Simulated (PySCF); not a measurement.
# Assignment exercise: C₆H₇F₃Si

Molfile (atoms numbered from 1):
```
C6H7F3Si
     RDKit          3D

 17 17  0  0  0  0  0  0  0  0999 V2000
    3.7168    0.2581    1.9636 F   0  0  0  0  0  0  0  0  0  0  0  0
    3.6063   -0.1772    0.7294 C   0  0  0  0  0  0  0  0  0  0  0  0
    4.7665   -0.4490    0.1895 F   0  0  0  0  0  0  0  0  0  0  0  0
    2.4256   -0.3140    0.1073 C   0  0  0  0  0  0  0  0  0  0  0  0
    2.4439   -0.7659   -1.1505 F   0  0  0  0  0  0  0  0  0  0  0  0
    1.1398   -0.0172    0.6901 C   0  0  0  0  0  0  0  0  0  0  0  0
   -0.0211   -0.1806    0.0281 C   0  0  0  0  0  0  0  0  0  0  0  0
   -1.3492    0.1269    0.5648 C   0  0  2  0  0  0  0  0  0  0  0  0
   -2.5657   -0.6846    0.0756 C   0  0  0  0  0  0  0  0  0  0  0  0
   -2.6136    1.0855   -0.4686 Si  0  0  0  0  0  4  0  0  0  0  0  0
    1.1515    0.3553    1.7179 H   0  0  0  0  0  0  0  0  0  0  0  0
    0.0225   -0.5610   -0.9994 H   0  0  0  0  0  0  0  0  0  0  0  0
   -1.3607    0.3739    1.6336 H   0  0  0  0  0  0  0  0  0  0  0  0
   -3.2534   -1.0370    0.8514 H   0  0  0  0  0  0  0  0  0  0  0  0
   -2.3495   -1.4553   -0.6731 H   0  0  0  0  0  0  0  0  0  0  0  0
   -2.2643    1.4086   -1.8728 H   0  0  0  0  0  0  0  0  0  0  0  0
   -3.5108    2.0443    0.2217 H   0  0  0  0  0  0  0  0  0  0  0  0
  1  2  1  0
  2  3  1  0
  2  4  2  0
  4  5  1  0
  4  6  1  0
  6  7  2  0
  7  8  1  0
  8  9  1  0
  9 10  1  0
 10  8  1  0
  6 11  1  0
  7 12  1  0
  8 13  1  1
  9 14  1  0
  9 15  1  0
 10 16  1  0
 10 17  1  0
M  END
```

- shieldings: GIAO PBE/pcSseg-1
- PBE0-D3(BJ)/def2-SVP structure
- program: PySCF
- no solvent model, non-relativistic Hamiltonian, one computed conformer

Shifts are taken against calculated references (same method and geometry level): 13C (180.03 ppm) and 1H (31.20 ppm) vs TMS.

Problem. Assign these signals to the numbered atoms. 13C{1H} NMR (computed): δ 161.2, 136.2, 134.9, 114.7, 20.1, 3.0.

Solution. 
| δ (ppm) | atoms | environment | reason |
| --- | --- | --- | --- |
| 161.2 | C2 | fully substituted alkene carbon | an sp2 carbon of a C=C bond |
| 136.2 | C7 | alkene CH | the olefinic region |
| 134.9 | C4 | fully substituted alkene carbon | as expected for a trigonal carbon in a double bond |
| 114.7 | C6 | alkene CH | an sp2 carbon of a C=C bond |
| 20.1 | C8 | three-membered-ring carbon | carbons of three-membered rings are unusually shielded |
| 3.0 | C9 | three-membered-ring carbon | – |

C7 and C4 lie closer than the usual error of such a calculation, so a measured spectrum could show them in the other order.

Problem. Assign these signals to the numbered atoms. 1H NMR (600 MHz, computed): δ 5.92 (m, 1H), 5.36 (m, 1H), 3.05 (m, 1H), 2.72 (m, 1H), 1.96 (m, 1H), 1.13 (m, 1H), 0.75 (m, 1H).

Solution. 
| δ (ppm) | atoms | environment | reason |
| --- | --- | --- | --- |
| 5.92 | H11 | hydrogen on an alkene CH | attached to an sp2 carbon and in the plane of the double bond |
| 5.36 | H12 | hydrogen on an alkene CH | – |
| 3.05 | H17 | hydrogen on a silicon bonded to 2 C, in a 3-membered ring | – |
| 2.72 | H16 | hydrogen on a silicon bonded to 2 C, in a 3-membered ring | – |
| 1.96 | H13 | hydrogen on a three-membered-ring carbon | – |
| 1.13 | H14 | hydrogen on a three-membered-ring carbon | cyclopropane-type protons are shielded by the ring |
| 0.75 | H15 | hydrogen on a three-membered-ring carbon | – |

Splittings by 19F in the carbon and heteronuclear signals aren't shown, as no couplings were computed. Shifts are as computed. Against solution values, carbons near 30 ppm lie about +2 ppm off and those near 130 ppm about +2 ppm. Of 1211 compounds with measured shifts, 218 miss one by over three times the rms of a fit or turn the order of signals round; such compounds aren't used in these exercises. No couplings were computed; multiplicities are counted from neighbouring protons, with m where these are inequivalent, close in shift, in a saturated or five-membered ring or joined by F or P, and br s for small geminal =CH2 splittings.
